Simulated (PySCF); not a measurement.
# Two-component Hartree-Fock for Cu⁻ (copper, charge -1)

Start: [Ar] 3d10 4s2. Calculated with PySCF 2.14 in x2c-SVPall-2c with one added diffuse shell each of s, d type (6s5p4d1f, 48 functions): generalised Hartree-Fock with the X2C-1e Hamiltonian and a Gaussian nucleus; one run each with spin-orbit coupling (SO) switched off, then screened by Boettger's factors.

```
spinor shell  electrons  ε, spin-free (eV)  ε, screened SO (eV)  weight of nominal j (screened SO)  rms radius, screened SO (bohr)
       1s1/2          2            -9039.7              -9039.6                              1.000                          0.0602
       2s1/2          2            -1128.0              -1128.0                              1.000                           0.254
       2p1/2          2            -969.06              -983.18                              1.000                           0.226
       2p3/2          4            -969.06              -962.17                              1.000                           0.229
       3s1/2          2            -134.96              -134.95                              1.000                           0.767
       3p1/2          2            -86.171              -88.066                              1.000                           0.815
       3p3/2          4            -86.171              -85.247                              1.000                           0.823
       3d3/2          4             -7.643               -7.849                              1.000                            1.17
       3d5/2          6             -7.643               -7.506                              1.000                            1.18
       4s1/2          2             -0.572               -0.572                              1.000                            5.12
```

```
   quantity    spin-free  screened SO
E (hartree)  -1652.85587  -1652.88601
        M_J            0            0
       ⟨J²⟩        0.000        0.000
       ⟨L²⟩        0.000        0.001
       ⟨S²⟩        0.000        0.001
```

The basis lacks diffuse functions for the outer shell of this anion, so its levels lie too high.

Without spin-orbit coupling the j labels of p, d and f shells carry no meaning; the spin-free column gives the mean over the occupied spinors of each nl shell.
